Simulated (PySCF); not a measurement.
Ligand exchange on a metal centre used in film growth or etching (Mo OH-NH2). All species are isolated molecules in the gas phase. One relaxed conformer stands for each flexible species; it need not be the lowest. In the def2 sets, heavy atoms carry core potentials. All members: neutral, multiplicity 1. Level: B3LYP-D3(BJ)/def2-TZVP // TPSS-D3(BJ)/def2-SVP (PySCF), beside PBE-D3(BJ)/def2-TZVP // TPSS-D3(BJ)/def2-SVP (PySCF) at the same geometries. B3LYP has the VWN-RPA correlation part, as in Gaussian.  Orbital energies are measured against the vacuum level.

```csv
species,"LUMO, PBE (eV)","LUMO, B3LYP-D3(BJ) (eV)"
[Mo(OH)6],-4.21,-3.88
[Mo(OH)5(NH2)],-3.84,-3.48
[Mo(OH)4(NH2)2],-3.53,-3.15
[Mo(OH)3(NH2)3],-3.20,withheld
[Mo(OH)2(NH2)4],-2.92,-2.53
[Mo(OH)(NH2)5],-2.72,-2.33
[Mo(NH2)6],-2.33,-1.92
```

### Question
Fit y = a + b·x, y being the LUMO at the first level, to the 6 complete rows by least squares, with x = the PBE value in eV. Give a, b and the rms residual, and predict the withheld value.

### Answer
Means of the 6 rows: x̄ = -3.2583, ȳ = -2.8817 eV. Σ(x − x̄)² = 2.5839 and Σ(x − x̄)(y − ȳ) = 2.6797, so b = 1.037 and a = ȳ − b·x̄ = 0.497 eV. The rms residual is 0.008 eV. At x = -3.2 the line gives -2.82 eV. The run for [Mo(OH)3(NH2)3] gave -2.83 eV, so the line is off by 0.01 eV, within twice the rms residual.

Codes: PySCF.
